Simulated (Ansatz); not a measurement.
`[NH2][Nb](=[O])([Cl])[Cl]` and `[NH2][Nb](=[S])([Cl])[Cl]` differ in one element.

Ansatz, PBE0-D4/def2-TZVP geometries, multiplicity 1. Each molecule was computed in one conformer, which needn't be the lowest.

Elements past krypton have def2 core potentials.

```csv
property,`[NH2][Nb](=[O])([Cl])[Cl]`
LUMO energy (PBE/def2-TZVPP) / eV,-3.19
HOMO energy (ωB97M-V/def2-TZVPP) / eV,-11.03
size of the dipole moment (ωB97M-V/def2-TZVPP) / D,3.48
HOMO energy (PBE/def2-TZVPP) / eV,-7.42
HOMO energy (PBE0/def2-TZVPP) / eV,-8.79
HOMO–LUMO gap (ωB97M-V/def2-TZVPP) / eV,10.70
```

Q: Give the same properties after the change, and the shifts. (An estimate is asked.)

A: Computed: 
```json
{"property": "LUMO energy (PBE/def2-TZVPP) / eV", "`[NH2][Nb](=[S])([Cl])[Cl]`": "-3.52", "shift": "-0.33"}
{"property": "HOMO energy (ωB97M-V/def2-TZVPP) / eV", "`[NH2][Nb](=[S])([Cl])[Cl]`": "-10.12", "shift": "0.91"}
{"property": "size of the dipole moment (ωB97M-V/def2-TZVPP) / D", "`[NH2][Nb](=[S])([Cl])[Cl]`": "3.32", "shift": "-0.16"}
{"property": "HOMO energy (PBE/def2-TZVPP) / eV", "`[NH2][Nb](=[S])([Cl])[Cl]`": "-6.87", "shift": "0.55"}
{"property": "HOMO energy (PBE0/def2-TZVPP) / eV", "`[NH2][Nb](=[S])([Cl])[Cl]`": "-8.05", "shift": "0.74"}
{"property": "HOMO–LUMO gap (ωB97M-V/def2-TZVPP) / eV", "`[NH2][Nb](=[S])([Cl])[Cl]`": "9.37", "shift": "-1.33"}
```

With PBE0 the HOMO rises by 0.74 eV and the LUMO falls by 0.37 eV, so the gap narrows by about 1.11 eV. PBE moves the HOMO by 0.55 eV and ωB97M-V by 0.91 eV. Dipoles are sizes alone; their direction can turn.
